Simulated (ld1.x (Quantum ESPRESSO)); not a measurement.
**aluminium, RRKJ: configuration errors across variants**

* Element: aluminium
* Generator: ld1.x (Quantum ESPRESSO) 7.5
* Type: norm-conserving RRKJ (Kleinman–Bylander form)
* Functional: PW91
* Relativity: scalar-relativistic
* Frozen core: [Ne]
* Valence charge: 3
* Reference configuration: 3s1.5 3p1.5
* Partial waves: 3p (bound): rc 1.95 bohr; 3s (bound): rc 1.70 bohr
* Local potential: the s channel
* Core correction: none

All-electron excitation energies from the reference (eV): (1) 3s2 3p1 -2.551; (2) 3s2 3p0 3.252; (3) 3s1 3p0 22.529; (4) 3s1 3p2 2.598; (5) 3s1 3p1 9.064; (6) 3s2 3p0.5 -0.448; (7) 3s2 3p1.3 -3.134.

A true bound ghost makes a file unfit for plane-wave use even where its test errors are small: the radial tests pick states by their node count and pass the ghost by.

Errors AE − PS in meV (a dash: test not solved or not reliable):

| change | (1) | (2) | (3) | (4) | (5) | (6) | (7) | bound ghosts |
| --- | --- | --- | --- | --- | --- | --- | --- | --- |
| base | +1.6 | -0.3 | +14 | +1.8 | +5.1 | +1.2 | +1.6 | none |
| wave 3s (bound): rc 1.70 bohr becomes 3s (bound): rc 1.08 bohr | +2.0 | +34 | +287 | +2.9 | +1.7 | +3.5 | – | p, s (extra level of the local part) |
| wave 3s (bound): rc 1.70 bohr becomes 3s (bound): rc 1.36 bohr | +2.6 | +7.0 | +25 | +3.8 | +7.0 | +3.6 | +2.4 | none |
| wave 3s (bound): rc 1.70 bohr becomes 3s (bound): rc 1.68 bohr | +1.6 | -0.1 | +14 | +1.9 | +5.1 | +1.3 | +1.6 | none |
| wave 3s (bound): rc 1.70 bohr becomes 3s (bound): rc 1.98 bohr | +1.5 | -0.4 | +14 | +1.7 | +5.0 | +1.1 | +1.6 | none |
| wave 3s (bound): rc 1.70 bohr becomes 3s (bound): rc 2.24 bohr | +1.4 | +0.4 | +16 | +1.7 | +5.3 | +1.1 | +1.5 | none |

Task: Give the same row for: wave 3s (bound): rc 1.70 bohr becomes 3s (bound): rc 2.48 bohr.

Result: +0.9, +1.2, +20, +1.4, +5.7, +0.8, +1.2; bound ghosts: none.
